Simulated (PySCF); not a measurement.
Spin-rotation constants: `CO/C(C=O)=C/OC=O`, C5H6O4

Geometry (Å), atoms numbered from 1 in this order:
```xyz
15

C     2.398    0.384   -0.397
O     1.573   -0.617    0.156
C     0.231   -0.497    0.019
C    -0.478   -1.609    0.695
O    -1.654   -1.844    0.627
C    -0.394    0.476   -0.669
O    -1.767    0.570   -0.770
C    -2.495    0.697    0.343
O    -2.082    0.855    1.449
H     3.414    0.114   -0.115
H     2.153    1.368    0.012
H     2.317    0.409   -1.488
H     0.220   -2.242    1.269
H     0.117    1.262   -1.207
H    -3.557    0.680    0.056
```

Method: GIAO B3LYP/pcSseg-1 magnetisability, rotational g tensor and spin-rotation constants, non-relativistic, gas phase in PySCF 2.14.0. Geometry: GFN2-xTB.

**Question.** Give the nuclear spin-rotation constants along the inertial axes (H = +C I·J) beside the isotropic shieldings.

**Answer.** Rotational constants 2.7841, 1.2361, 1.0119 GHz. A star marks the isotopologue with that one atom substituted, in its own axes.
```csv
atom,isotope,Caa (kHz),Cbb (kHz),Ccc (kHz),mean (kHz),σ (ppm)
H10,1H,0.086,-0.120,-0.088,-0.041,27.5
H11,1H,-0.211,-0.042,-0.059,-0.104,28.3
H12,1H,-0.264,-0.116,0.021,-0.120,28.2
H13,1H,-0.066,0.033,-0.061,-0.031,22.3
H14,1H,-0.167,0.050,-0.115,-0.077,26.0
H15,1H,0.198,-0.109,-0.074,0.005,23.9
C1,13C*,0.587,0.224,0.230,0.347,123.9
O2,17O*,-0.423,-0.216,-0.069,-0.236,235.4
C3,13C*,1.340,0.469,0.226,0.678,24.3
C4,13C*,1.154,0.658,0.304,0.705,-12.7
O5,17O*,-2.822,-0.832,-0.144,-1.266,-350.5
C6,13C*,1.121,0.397,0.232,0.583,52.3
O7,17O*,-0.795,-0.259,-0.213,-0.422,108.8
C8,13C*,1.486,0.340,0.298,0.708,17.9
O9,17O*,-1.505,-0.136,-0.614,-0.752,-115.4
```
For the geometry as given, no vibrational averaging.
